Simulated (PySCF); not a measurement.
Compound: H4O4Si.
SMILES with atom numbers: `[OH:1][Si:2]([OH:3])([OH:4])[OH:5]` (hydrogens: H6 on O1; H7 on O3; H8 on O4; H9 on O5)

Computed geometry: GFN2-xTB, gas phase.

Problem. List the bond lengths, angles and torsions at this level.

Solution. 
```tsv
bond	length (bohr)	order
O1–Si2 and 3 like bonds	3.070	single
O1–H6 and 3 like bonds	1.800	single
```

Bonds in one row agree within 0.02 bohr and their mean is given. Orders are formal, as drawn. A selection of angles:
```tsv
angle	degrees
Si2–O1–H6	118.4
O1–Si2–O3	106.7
O1–Si2–O5	115.3
```

Dihedral angles: H6–O1–Si2–O3 166° (antiperiplanar); H7–O3–Si2–O1 -43° (synclinal); H8–O4–Si2–O1 -167° (antiperiplanar); H9–O5–Si2–O1 -75° (synclinal).

Si2 (oxygen-bound silicon) is distorted tetrahedral (angles from 106.6° to 115.3°). All 4 O–Si bonds measure 1.625 Å.

Point group: S4 (tolerance 0.08 Å). GFN2-xTB frequencies: not computed here.
